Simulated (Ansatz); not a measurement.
Basis sets compared for the cluster Si4Ge⁻. Total charge -1; doublet. Geometry B3LYP-D4/def2-SVPD. Ansatz on 4 threads of Arm Neoverse V2 on a shared host; times are rough, and most runs start from earlier orbitals.

```xyz
5

Si   -0.899   -1.022   -0.880
Si    1.353   -0.526    0.721
Si   -0.417    1.563    0.101
Si    0.923    0.364   -1.412
Ge   -0.961   -0.379    1.470
```

The 6-31G sets use Cartesian d functions. B3LYP takes the VWN-RPA correlation. At HF/STO-3G the highest occupied level of the charge -1 doublet lies above zero (up to 2.51 eV). In Hartree–Fock with STO-3G the lack of diffuse functions raises the level. The structure comes from a short search, and lower isomers may exist.

```tsv
level	functions	energy (Eh)	HOMO (eV)	LUMO (eV)	wall time
HF/STO-3G	54	-3193.8533	2.51	9.39	0.55 s
HF/6-31G	81	-3230.5338	-3.17	3.17	1.6 s
PBE-D4/def2-SVPD	134	-3233.5438	-0.70	0.07	3.5 s
B3LYP-D4/6-31G	81	-3234.6388	-1.46	0.36	2.4 s
PBE0-D4/def2-SVPD	134	-3233.6821	-1.64	0.67	5.5 s
```

(1) Estimate the rows for PBE-D4/def2-TZVPD (with forces), B3LYP-D4/def2-TZVPD, PBE0-D4/def2-TZVPD.

Answers

(1) 
```tsv
level	functions	energy (Eh)	HOMO (eV)	LUMO (eV)	wall time
PBE-D4/def2-TZVPD (with forces)	226	-3234.1997	-0.71	0.05	7.5 s
B3LYP-D4/def2-TZVPD	226	-3235.1795	-1.34	0.49	14 s
PBE0-D4/def2-TZVPD	226	-3234.3342	-1.63	0.68	14 s
```
